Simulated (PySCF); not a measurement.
CH3ClFNSi2, SMILES F[Si@]1(Cl)N=C[SiH2]1.

Geometry: B3LYP-D3(BJ)/def2-SVP. The structure was generated by enumeration; whether it is a known compound was not checked.

Method: HF/def2-TZVP (PySCF).

Gas-phase values at a fixed geometry.

```json
{
  "total_energy": "-1231.07697 hartree",
  "highest_occupied_level": "-10.67 eV",
  "lowest_empty_level": "2.34 eV",
  "orbital_gap": "13.01 eV",
  "dipole_moment": "3.69 D",
  "quadrupole, principal values (traceless, Buckingham form, about the centre of nuclear charge)": "-4.39, -2.30, 6.69 D·Å",
  "mean_static_polarisability": "72.2 bohr³ (10.69 Å³)",
  "polarisability_principal_values": "59.4, 66.9, 90.1 bohr³"
}
```
